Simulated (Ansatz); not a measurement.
Start from `BB[O][AlH2]` and change one atom or group to get `[AlH2][O]B[SiH2][SiH3]`.

Ansatz, PBE0-D4/def2-TZVP geometries, multiplicity 1. Each molecule was computed in one conformer, which needn't be the lowest.

```json
{"property": "HOMO energy (ωB97M-V/def2-TZVPP) / eV", "`BB[O][AlH2]`": "-9.57"}
{"property": "ideal-gas entropy at 298 K and 1 bar (rigid rotor, harmonic PBE0-D4/def2-TZVP) / J/(mol·K)", "`BB[O][AlH2]`": "336"}
{"property": "HOMO–LUMO gap (ωB97M-V/def2-TZVPP) / eV", "`BB[O][AlH2]`": "9.71"}
{"property": "LUMO energy (B3LYP/def2-TZVPP) / eV", "`BB[O][AlH2]`": "-1.98"}
{"property": "LUMO energy (PBE0/def2-TZVPP) / eV", "`BB[O][AlH2]`": "-1.75"}
{"property": "HOMO–LUMO gap (PBE0/def2-TZVPP) / eV", "`BB[O][AlH2]`": "5.54"}
```

Problem. Give the same properties after the change, and the shifts. (An estimate is asked.)

Solution. The calculation gave: 
```csv
property,`[AlH2][O]B[SiH2][SiH3]`,shift
HOMO energy (ωB97M-V/def2-TZVPP) / eV,-9.28,0.29
"ideal-gas entropy at 298 K and 1 bar (rigid rotor, harmonic PBE0-D4/def2-TZVP) / J/(mol·K)",426,90
HOMO–LUMO gap (ωB97M-V/def2-TZVPP) / eV,9.46,-0.25
LUMO energy (B3LYP/def2-TZVPP) / eV,-1.61,0.37
LUMO energy (PBE0/def2-TZVPP) / eV,-1.40,0.35
HOMO–LUMO gap (PBE0/def2-TZVPP) / eV,5.79,0.25
```

With PBE0 the HOMO rises by 0.11 eV and the LUMO rises by 0.35 eV, so the gap widens by about 0.24 eV. PBE moves the HOMO by -0.03 eV and ωB97M-V by 0.29 eV. The zero-point energy changes by 58.9 kJ/mol with +12 modes. Modes under 60 cm⁻¹, often nearly free rotors, make the harmonic entropy too high.

B3LYP here is the variant with VWN-RPA as its local correlation; programs differ in this.
